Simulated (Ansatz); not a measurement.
```yaml
crystal:
  periodic: [false, false, false]
  atoms:
    - {symbol: In, position_ang: [0.719524, 1.488414, -0.458854]}
    - {symbol: P, position_ang: [0.180943, -1.245710, -0.549462]}
    - {symbol: P, position_ang: [-0.900468, -0.242704, 1.008315]}
basis:
  gaussian: {orbitals: def2-SVP, point_charges: [{charge: -1.00, position_ang: [4.931, -0.050, -0.667]}]}
total_charge: -1
hamiltonian: {xc: {name: CAM-B3LYP}, dispersion: d4}
```

```sh
$ ansatz run in.yaml --threads 4 --pin off --events-out ev --progress --plain --max-ram 3916MiB
```

Output, abridged:

```
Functional definition: CAM-B3LYP
656 factors; integrals over basis functions are off by at most 9.3e-4 eV
225 factors; integrals over basis functions are off by at most 7.0e-6 eV
mean field evaluation 1: about -23742.9460 eV, gradient 1.3e1 eV
mean field evaluation 2: about -23742.7321 eV, gradient 1.5e1 eV
mean field evaluation 4: about -23743.5345 eV, gradient 8.1e-1 eV
mean field evaluation 8: about -23743.5393 eV, gradient 2.5e-2 eV
mean field evaluation 16: about -23743.5393 eV, gradient 3.4e-4 eV
mean field -23743.53929600 eV, -872.5589751791 hartree, gradient 1.7e-5 eV, S^2 0.000000; 0 other end points of the search recorded, 0 dependent functions left out
reference -23743.53939439 eV, -872.5589787947 hartree; 26, 26 occupied and 36, 36 virtual orbitals, 656 factors
Total energy: -23743.66863590 eV, -872.5637283326 hartree
```

It took 0.45 s on 4 threads of AMD EPYC 9R45 on a shared host.

In the def2 sets In takes a core potential; there is no spin–orbit coupling. The highest occupied level of an anion often lies above zero with these methods, and sets without diffuse functions describe the outer electron poorly.
